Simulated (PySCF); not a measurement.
## Fractional electron number in Ge (germanium, neutral)

The 4p alpha orbital of [Ar] 3d10 4s2 4p2 is emptied in steps (occupation f), with all orbitals relaxed, ending at [Ar] 3d10 4s2 4p1. Calculation: PySCF 2.14, in x2c-TZVPall; the spin-free X2C one-electron Hamiltonian (Gaussian nucleus). The exact energy is a straight line in f; departures are measured from the line between the end points of the same method.

**Question.** Among UHF, LDA, PBE, PBE0, r2SCAN, LC-wPBE, BHandHLYP, wB97X, TPSS, CAM-B3LYP, which shows the largest delocalisation error (convex curve), and which is closest to linear?

**Answer.** Most convex: LDA (-0.924 eV at f = 0.5); closest to linear: LC-wPBE (-0.018 eV).

```csv
f,UHF (eV),LDA (eV),PBE (eV),PBE0 (eV),r2SCAN (eV),LC-wPBE (eV),BHandHLYP (eV),wB97X (eV),TPSS (eV),CAM-B3LYP (eV)
1,0.000,0.000,0.000,0.000,0.000,0.000,0.000,0.000,0.000,0.000
0.75,0.083,-0.689,-0.669,-0.480,-0.629,-0.017,-0.311,-0.068,-0.649,-0.270
0.5,0.108,-0.924,-0.894,-0.638,-0.829,-0.018,-0.415,-0.092,-0.866,-0.360
0.25,0.080,-0.696,-0.670,-0.476,-0.610,-0.009,-0.311,-0.072,-0.647,-0.270
0,0.000,0.000,0.000,0.000,0.000,0.000,0.000,0.000,0.000,0.000
```

| method | E(f=0) − E(f=1) (eV) | −ε at f=1 (eV) | −ε at f=0.5 (eV) |
| --- | --- | --- | --- |
| UHF | 7.414 | 7.864 | 7.406 |
| LDA | 8.007 | 4.356 | 7.987 |
| PBE | 7.882 | 4.326 | 7.879 |
| PBE0 | 7.920 | 5.356 | 7.932 |
| r2SCAN | 8.054 | 4.681 | 8.103 |
| LC-wPBE | 7.992 | 7.887 | 8.013 |
| BHandHLYP | 7.754 | 6.094 | 7.756 |
| wB97X | 7.708 | 7.350 | 7.696 |
| TPSS | 7.881 | 4.428 | 7.886 |
| CAM-B3LYP | 7.877 | 6.440 | 7.878 |

Reference removal energy between the ground levels: 7.899 eV (measured; NIST Atomic Spectra Database, ionization energies). The calculation has no spin-orbit coupling. UHF lacks correlation.
